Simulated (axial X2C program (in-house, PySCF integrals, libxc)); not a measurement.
# Working with the constants of CSe

A bond curve at the PBE0 level, with spin–orbit coupling, was computed with an in-house all-electron X2C program for linear molecules (integrals from PySCF) (basis Se dyall-cv3z [8s9p6d4f1g], C dyall-v3z [7s6p2d1f] (cores contracted in-house)) for the state Ω = 0 (closed shell). Its fit gives Re = 1.6672 Å, ωe = 1078.7 cm⁻¹, ωexe = 4.13 cm⁻¹ and αe = 3.421e-03 cm⁻¹; the masses are 79.9165 and 12.0000 u. Two-component means X2C with spin–orbit coupling and atomic mean-field Coulomb and Gaunt terms.

Question: Find the reduced mass, Be and the force constant.

Answer: From the PBE0 values: μ = 10.4334 u. Be = 16.8576/(μ Re²) = 0.5813 cm⁻¹. k = 5.8918×10⁻⁷ μ ωe² = 7.15 mdyn/Å.

Question: Estimate the centrifugal constant by the Kratzer relation.

Answer: D = 4Be³/ωe² = 6.75e-07 cm⁻¹.

Question: Estimate De from a Morse curve and compare with the computed well depth of 5.986 eV to Se + C.

Answer: De(Morse) = ωe²/(4ωexe) = 8.733 eV against 5.986 eV computed, a ratio of 1.46. The extrapolation overshoots: the well softens faster than a Morse curve, or the lowest atomic limit lies below the one to which the curve heads.

Question: A Morse curve ties αe to the other constants (Pekeris). How well does that hold?

Answer: αe(Morse) = 6Be²/ωe × (√(ωexe/Be) − 1) = 3.130e-03 cm⁻¹; the PBE0 curve gives 3.421e-03 cm⁻¹, a ratio of 0.92.

Question: Where do the fundamental and the first overtone lie?

Answer: ν(1←0) = ωe − 2ωexe = 1070.4 cm⁻¹; ν(2←0) = 2ωe − 6ωexe = 2132.6 cm⁻¹.

One determinant describes the state; a PBE0 search over occupations chose it and may have missed a lower one. Dissociation energies refer to the lowest single-determinant-based atoms at the same level and basis. The 2c atoms are single determinants rather than J levels; their spin–orbit lowering is only partly caught, and De is too large by that part. This holds for PBE0. Without a current term, density functionals place determinants with orbital angular momentum somewhat too high.
